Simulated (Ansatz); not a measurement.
Consider the formal exchange of groups at a Ge–Si bond: `Cl[SiH2][GeH3]` + `BC` → `B[CH2][GeH3]` + `[SiH3]Cl`.

Isolated molecules relaxed with PBE0-D4/def2-TZVP in Ansatz; ΔE leaves out vibrations. CCSD(T)/CBS is the MP2 limit (def2-TZVPP, def2-QZVPP) plus CCSD(T) − MP2 in def2-TZVPP, frozen cores. This one scheme is used for every species. Functionals use def2-TZVPP. For Ge outer-core shells are correlated without core-valence functions, which leaves a few kJ/mol of doubt a bond. Scalar relativity is left out up to krypton.

```json
{"species": "`Cl[SiH2][GeH3]`", "CAM-B3LYP energy (Eh)": "-2829.90449"}
{"species": "`BC`", "CAM-B3LYP energy (Eh)": "-65.91801"}
{"species": "`B[CH2][GeH3]`", "CAM-B3LYP energy (Eh)": "-2144.24144"}
{"species": "`[SiH3]Cl`", "CAM-B3LYP energy (Eh)": "-751.57618"}
```

Work out ΔE.

ΔE = (-2144.24144) + (-751.57618) − (-2829.90449) − (-65.91801) = 0.00488 Eh = +0.13 eV. CCSD(T)/CBS gives +0.08 eV.

What do rigid-rotor, harmonic-oscillator terms from PBE0-D4/def2-TZVP frequencies (298.15 K, 1 bar) make of the CCSD(T)/CBS value? (An estimate is asked.)

Ansatz gave: ΔZPE = -0.02 eV, ΔH = +0.05 eV, ΔS = -12 J/(mol·K), ΔG = +0.09 eV. Modes under 50 cm⁻¹ make the entropy rough.

Largest T1 diagnostic among the species: 0.011.

From BLYP to BHLYP (50 % exact exchange), in def2-TZVPP and without D4, ΔE moves by −0.04 eV. Leaving LDA and LC-ωPBE aside and taking each functional with its dispersion term where it has one, the values, not all of them listed here, spread over 0.10 eV, from B2PLYP to PBE-D4.
